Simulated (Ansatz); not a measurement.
Zn(OH)(OSiH3) (H₄O₂SiZn), SMILES [OH][Zn][O][SiH3].

Geometry optimised at PBE0-D3(BJ)/def2-SVP. The structure was generated by enumeration; whether it is a known compound was not checked. One conformer was computed; it need not be the lowest.

Two levels are set side by side: PBE/def2-SVPD (Ansatz, a program for electronic structure) and PBE0/def2-SVPD (Ansatz). Energy differences of separate SCF runs at the same geometry; the states with an electron removed or added have multiplicity 2 and 2. Differences are taken from unrounded values.

| quantity | PBE0 |
|---|---|
| vertical ionisation energy (eV) | 10.30 |
| vertical singlet–triplet gap (eV) | 5.26 |

### Question
What does PBE give, and how far is it from PBE0? (Estimate from the structure and the level; the computed values follow.)

### Answer

| quantity | PBE | PBE minus PBE0 |
|---|---|---|
| vertical ionisation energy (eV) | 9.73 | -0.57 |
| vertical singlet–triplet gap (eV) | 4.61 | -0.66 |
